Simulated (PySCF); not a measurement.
Computed shifts of a molecule C2H6BF2N, PBE0/pcSseg-1 (PySCF), GIAO, gas phase, equivalent atoms averaged, in ppm (number of nuclei): ¹³C: 39.2 (1), 22.9 (1). ¹⁵N: 81.6 (1). ¹⁹F: -140.8 (1), -149.3 (1). ¹H: 3.34 (1), 3.01 (1), 2.42 (1), 1.35 (3). References: ¹³C against TMS (σ = 186.3 ppm); ¹⁵N against NH3 (σ = 267.4 ppm); ¹¹B against BF3 (σ = 88.8 ppm); ¹⁹F against CFCl3 (σ = 167.2 ppm); ¹H against TMS (σ = 31.56 ppm), references at their B3LYP-D3(BJ)/def2-TZVP geometries, non-relativistic. Geometry: PBE0-D3(BJ)/def2-SVP. Other conformers were not sampled.

### Question
Pick the molecule that these values belong to.
(A) NB(CF)CF
(B) CN(C)B(F)F
(C) CCNB(F)F
(D) CB(N)C(F)F

### Answer
C, CCNB(F)F
